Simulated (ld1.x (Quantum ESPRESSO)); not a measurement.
# Plane-wave convergence, TM potential for potassium

ld1.x (Quantum ESPRESSO) 7.5 input, shortened:

```
&input
   title='K', zed=19., rel=1, dft='PZ', iswitch=3,
   config='[Ar] 3d-2 4s0.5 4p0.5'
 /
 &inputp
   pseudotype=2, tm=.true., lloc=2,
   nlcc=.true., new_core_ps=.true., rcore=0.70
 /
3
3S  1  0   2.00   0.00  1.55  1.55  0.0
3P  2  1   6.00   0.00  1.85  1.85  0.0
3D  3  2  -2.00   0.15  1.75  1.75  0.0
 &test
   configts(1)='3s2 3p6 4s0.5 4p0.5'
 /
```

Occupied shells without a wave of their own: 4p, 4s. They enter only through the test configuration that unscreens the potential, and ld1.x also counts them in the model core charge.

The pseudo-atom Hamiltonian at the reference potential is diagonalised in spherical Bessel functions j_l(qr) that vanish at 20 bohr, with q² up to the cutoff. All-electron valence levels (Ry): 3s -2.6419, 4s -0.2049, 3p -1.4400, 4p -0.0853.

Question: How do the lowest levels (Ry) of each channel move with the cutoff, and are there ghosts?

Answer:

```json
{"cutoff (Ry)": "8", "s #1": "-2.5553", "s #2": "-0.2054", "p #1": "-1.1338", "p #2": "-0.0730", "d #1": "-0.0035", "d #2": "0.0814", "f #1": "0.0661", "Σ f·Δε (mRy)": "2018.4"}
{"cutoff (Ry)": "15", "s #1": "-2.5781", "s #2": "-0.2059", "p #1": "-1.4044", "p #2": "-0.0834", "d #1": "-0.0053", "d #2": "0.0767", "f #1": "0.0661", "Σ f·Δε (mRy)": "343.7"}
{"cutoff (Ry)": "25", "s #1": "-2.6277", "s #2": "-0.2067", "p #1": "-1.4392", "p #2": "-0.0848", "d #1": "-0.0089", "d #2": "0.0680", "f #1": "0.0661", "Σ f·Δε (mRy)": "34.7"}
{"cutoff (Ry)": "45", "s #1": "-2.6381", "s #2": "-0.2073", "p #1": "-1.4400", "p #2": "-0.0849", "d #1": "-0.0151", "d #2": "0.0554", "f #1": "0.0661", "Σ f·Δε (mRy)": "8.5"}
{"cutoff (Ry)": "60", "s #1": "-2.6410", "s #2": "-0.2079", "p #1": "-1.4401", "p #2": "-0.0849", "d #1": "-0.0157", "d #2": "0.0542", "f #1": "0.0661", "Σ f·Δε (mRy)": "2.2"}
{"cutoff (Ry)": "90", "s #1": "-2.6418", "s #2": "-0.2080", "p #1": "-1.4401", "p #2": "-0.0849", "d #1": "-0.0158", "d #2": "0.0542", "f #1": "0.0661", "Σ f·Δε (mRy)": "0.3"}
{"cutoff (Ry)": "400", "s #1": "-2.6420", "s #2": "-0.2080", "p #1": "-1.4401", "p #2": "-0.0849", "d #1": "-0.0158", "d #2": "0.0542", "f #1": "0.0661", "Σ f·Δε (mRy)": "0.0"}
```

Result: no extra level below or beside the all-electron valence levels (s, p, d, f tested); 10 mRy is reached at 35 Ry and 1 mRy at 70 Ry.

ld1.x takes every shell without a wave as core, so the model core holds the 4p, 4s electrons as well and exchange and correlation see them twice. This cancels in the reference configuration, but the file is broken for other ones, and its errors say nothing about a proper core correction.
